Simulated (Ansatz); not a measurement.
Consider the ligand exchange at a Ge–Br bond: `[F][Ge]([F])([F])[Br]` + `N=C=O` → `O=C=[N][Ge]([F])([F])[F]` + HBr.

Isolated molecules relaxed with PBE0-D4/def2-TZVP in Ansatz; ΔE leaves out vibrations. CCSD(T)/CBS adds triple-zeta CCSD(T) − MP2 to the extrapolated MP2 energy (def2 sets, frozen cores). This one scheme is used for every species. DFT in def2-TZVPP. For Br, Ge outer-core shells are correlated without core-valence functions, which leaves a few kJ/mol of doubt a bond. Scalar relativity is left out up to krypton. Each species was taken in one conformer, which may not be the lowest.

`[F][Ge]([F])([F])[Br]`:

Z-matrix (Å, degrees):
```
Ge
F 1 1.701
F 1 1.701 2 107.2
Br 1 2.237 2 111.7 3 122.6
F 1 1.701 2 107.2 3 -114.8
```

`N=C=O`:

```xyz
4

N     0.428    0.573    0.274
C    -0.073   -0.323   -0.363
O    -0.452   -1.162   -1.070
H     0.098    0.912    1.160
```

`O=C=[N][Ge]([F])([F])[F]`:

```xyz
7

O    -1.233    2.259   -1.435
C    -0.511    1.479   -0.981
N     0.314    0.708   -0.549
Ge    0.340   -0.740    0.479
F     1.938   -1.277    0.637
F    -0.580   -2.005   -0.186
F    -0.268   -0.424    2.034
```

HBr:

```xyz
2

Br   -0.639    0.259    0.168
H     0.639   -0.259   -0.168
```

CCSD(T)/CBS gives +0.28 eV.

Q: Another level gave +0.29 eV. Which?
A. RPA@PBE/def2-TZVPP
B. revPBE/def2-TZVPP
C. LC-ωPBE/def2-TZVPP
D. r2SCAN/def2-TZVPP

A: C. LC-ωPBE 0.29, RPA@PBE/def2-TZVPP 0.21, r2SCAN 0.37, revPBE 0.44 eV.

Largest T1 diagnostic among the species: 0.018.

From PBE to PBE0 (25 % exact exchange), in def2-TZVPP and without D4, ΔE moves by −0.07 eV. Leaving LDA and LC-ωPBE aside and taking each functional with its dispersion term where it has one, the values, not all of them listed here, spread over 0.14 eV, from BHLYP-D4 to PBE-D4. LDA lies −0.05 eV from PBE without D4.
